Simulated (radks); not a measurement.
Valence configurations of the dysprosium ion Dy3+ (all share [Xe]). All-electron calculation, scalar-relativistic Kohn-Sham, PBE, spin-polarised, spherical densities, point nucleus; open shells are filled with parallel spins first (spin-orbit coupling, left out, can overturn this in heavy ions). Program: a radial shooting solver on a logarithmic mesh with Libxc functionals. Energies are relative to 4f9; eigenvalues in eV for spin up.

valence          E (eV)  moment (Bohr magnetons)    e(4f)    e(5d)    e(6p)    e(6s)
4f9               0.000                        5  -36.297        -        -        -
4f8.5 6s0.5       5.326                        6  -41.604        -        -  -24.740
4f8.5 6p0.5       8.217                        6  -42.203        -  -19.298        -
4f8 6p1          18.459                        7  -48.396        -  -20.715        -
4f7.5 6s1 6p0.5  24.555                        8  -53.673        -  -21.394  -27.743
4f8.5 5d0.5       4.098                        6  -40.046  -26.316        -        -
4f7 6s2          33.718                        7  -59.294        -        -  -27.988
4f8 5d1           9.243                        7  -43.976  -27.423        -        -
4f7.5 5d1.5      15.522                        8  -48.071  -28.510        -        -
4f5 6s2 6p2      132.09                        7  -87.163        -  -26.124  -33.816

NIST lists [Xe] 4f9 as the ground configuration; this level of theory agrees among the configurations tried. The energies are those of spherical high-spin densities, not of single terms.
